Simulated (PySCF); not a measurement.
# Shifts of the heteroatoms

Numbering as in the mapped SMILES `[CH3:1][c:2]1[cH:3][cH:4][cH:5][cH:6][n:7]1` (H(Xn): hydrogen on atom n).

All values are calculated (PySCF 2.14.0 with density-fitted response routines): shieldings: GIAO PBE0/pcSseg-1, J: B3LYP/pcJ-1 (spin–dipole term only in couplings to heteroatoms), PBE0-D3(BJ)/def2-SVP geometry. Relativity neglected, a single conformation, gas phase, one averaged value for each set of equivalent atoms.

Task: What are the ¹⁵N shifts?

Result: 
```json
{"atoms": "N7", "environment": "pyridine-type ring nitrogen", "σ (ppm)": "-94.7", "δ (ppm)": "-63.8"}
```

Shieldings were converted by a linear fit to measured shifts: ¹⁵N: δ = -150.45 − 0.916σ (rms 7.2 ppm, 79 shifts vs CH3NO2, solution or neat liquid). Occasional misses reach two or three times the rms, and more in compound classes unlike the fitted ones. Couplings are scaled by factors fitted to measured values: ²J(H,H) × 0.91 (rms 0.6 Hz), ³J(H,H) × 0.91 (rms 0.4 Hz, 0.5 with 2 outliers); all others are unscaled and can be 10–30 % off.

Couplings (the largest are listed; each averaged over equivalent pairs): ²J(N7,H(C6)) = -12.7 Hz, ²J(C1,N7) = -12.2 Hz, ²J(C3,N7) = 2.5 Hz, ²J(C5,N7) = 2.5 Hz, ³J(C4,N7) = -3.2 Hz, ³J(N7,H(C1)) = -2.8 Hz, ³J(N7,H(C5)) = -1.3 Hz. Signs are for ¹⁵N, whose magnetogyric ratio is negative.

On a 500 MHz spectrometer ¹⁵N resonates near 50.7 MHz, so 1 ppm is 50.7 Hz.
